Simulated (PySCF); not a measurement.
**Sb- (antimony, charge -1): UHF calculation**

Configuration: [Kr] 4d10 5s2 5p4, high-spin 3P determinant. Computed with PySCF 2.14 in def2-QZVPPD with the def2 core potential (28 electrons), with scalar relativity through the core potential.

```
Total energy                                                  : -239.273993 hartree
One-electron energy                                           : -425.2249 hartree
Hartree (Coulomb) energy                                      : 204.5287 hartree
Exchange energy                                               : -18.5778 hartree
⟨S²⟩                                                          : 2.0153
⟨L²⟩                                                          : 2.061
Sum of ⟨r⟩                                                    : 34.82 bohr
Sum of ⟨r²⟩                                                   : 81.09 bohr²
Traceless quadrupole moment −½Σ⟨3z² − r²⟩ along its main axis : -5.65 e·bohr²
```

| shell | electrons | mean orbital energy (hartree) | spread (hartree) | rms radius, mean of both spins (bohr) |
| --- | --- | --- | --- | --- |
| 4s α | 1 | -6.27621 | 0 | 0.849 |
| 4s β | 1 | -6.26905 | 0 | 0.849 |
| 4p α | 3 | -4.34373 | 0.01307 | 0.917 |
| 4p β | 3 | -4.33650 | 0.00154 | 0.917 |
| 4d α | 5 | -1.37094 | 0.01448 | 1.11 |
| 4d β | 5 | -1.36417 | 0.00743 | 1.11 |
| 5s α | 1 | -0.46101 | 0 | 2.55 |
| 5s β | 1 | -0.32285 | 0 | 2.55 |
| 5p α | 3 | -0.08414 | 0.04688 | 3.51 |
| 5p β | 1 | -0.02533 | 0 | 3.51 |

Energies and moments cover only the electrons outside the core potential.
